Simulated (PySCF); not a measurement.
Ti(Cl)(OH)3 (ClH3O3Ti), SMILES [OH][Ti]([OH])([OH])[Cl], multiplicity 1. The structure is a stationary point at PBE-D3(BJ)/def2-SVP. The spin state was assumed, not searched. The structure was generated by enumeration; whether it is a known compound was not checked. One conformer was computed; it need not be the lowest.

Computed equilibrium geometry at PBE-D3(BJ)/def2-SVP (PySCF confirms it by a frequency run) as bond lengths and angles, and its point group (one conformer of several):
point group C3.
Atoms: Ti1 Cl2 O3 H4 O5 H6 O7 H8. Bonded distances (Å): Ti1–Cl2 2.236, Ti1–O3 1.789, Ti1–O5 1.789, Ti1–O7 1.789, O3–H4 0.974, O5–H6 0.974, O7–H8 0.974. Angles (°): Cl2–Ti1–O3 109.4, Cl2–Ti1–O5 109.4, Cl2–Ti1–O7 109.4, O3–Ti1–O5 109.5, O3–Ti1–O7 109.5, O5–Ti1–O7 109.5, Ti1–O3–H4 128.5, Ti1–O5–H6 128.5, Ti1–O7–H8 128.5.
